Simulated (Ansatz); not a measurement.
Q: Name a neutral molecule of Al, C, O, Si and H with HOMO energy (B3LYP/def2-TZVPP) between -6.95 and -6.65 eV and size of the dipole moment (B3LYP/def2-TZVPP) between 1.35 and 1.65 D (Ansatz, PBE0-D4/def2-TZVP geometry).

A: `[CH3][Al]([SiH3])[CH2]O` (-6.92 eV, 1.39 D); `C[C](O)([AlH2])[SiH3]` (-6.82 eV, 1.55 D); `CO[SiH2][AlH][CH3]` (-6.68 eV, 1.63 D). Other molecules can fit too; these were computed, each in one conformer that needn't be the lowest.

B3LYP here is the variant with VWN-RPA as its local correlation; programs differ in this.
